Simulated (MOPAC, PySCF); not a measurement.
Cl3In, SMILES `[Cl][In]([Cl])[Cl]`, neutral singlet in the gas phase. 

Cartesian coordinates (Å):
SMILES: [Cl][In]([Cl])[Cl]
```xyz
4

Cl    -1.2691    -1.9614     0.0596
In     0.0000    -0.0001     0.0000
Cl     2.3335    -0.1164     0.0423
Cl    -1.0645     2.0778    -0.1019
```
Charge 0, spin multiplicity 1.

All levels are single points at this geometry (B3LYP-D3(BJ)/def2-SVP); Pople sets use spherical d functions. Orbital energies aren't observables, and empty levels follow the basis.

```
level                                   HOMO (eV)  LUMO (eV)  gap (eV)  dipole (D)  vertical IE, Delta-SCF (eV)
--------------------------------------  ---------  ---------  --------  ----------  ---------------------------
B3LYP-D3(BJ)/def2-TZVP in PySCF             -9.14      -3.56      5.58        0.00                        11.25
BP86/6-31G* (LANL2DZ on In) in PySCF        -8.17      -4.26      3.91        0.00                            –
M06-2X/6-31G* (LANL2DZ on In) in PySCF     -10.86      -2.67      8.19        0.00                            –
AM1 in MOPAC                               -12.25      -3.05      9.20        0.00                            –
PM3 in MOPAC                               -10.79      -2.97      7.82        0.00                            –
PM7 in MOPAC                               -11.68      -1.89      9.79        0.00                            –
```
